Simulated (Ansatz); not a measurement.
System: GeF3, charge -1, multiplicity 1. It need not be the lowest isomer of its formula. Whether it binds its extra electron was not tested at this geometry. 
Coordinates optimised at B3LYP-D3(BJ)/def2-TZVP (Ansatz, an electronic-structure program):
```xyz
4

Ge     0.1248    -0.1534     0.3892
F     -1.0354     1.2625     0.2493
F      1.3465     0.5027    -0.8140
F     -0.7548    -1.2196    -0.8192
```
Charge -1, spin multiplicity 1.

Basis-set convergence of Hartree-Fock and CCSD(T) correlation energies (hartree) with Ansatz. Correlated levels leave the core frozen unless marked. Spin-orbit coupling is left out. Frozen are the shells of the preceding noble gas and the d and f shells that filled before the atom's block. No relativistic terms. This anion needs diffuse functions, which these sets lack.

```csv
basis,functions,E(HF),"E(corr, CCSD(T))"
cc-pVDZ,69,-2373.82135,-0.67205
cc-pVTZ,133,?,?
```

Task: What belongs in the gaps?

Result: 
- cc-pVTZ, E(HF): -2374.00828
- cc-pVTZ, E(corr, CCSD(T)): -0.90689
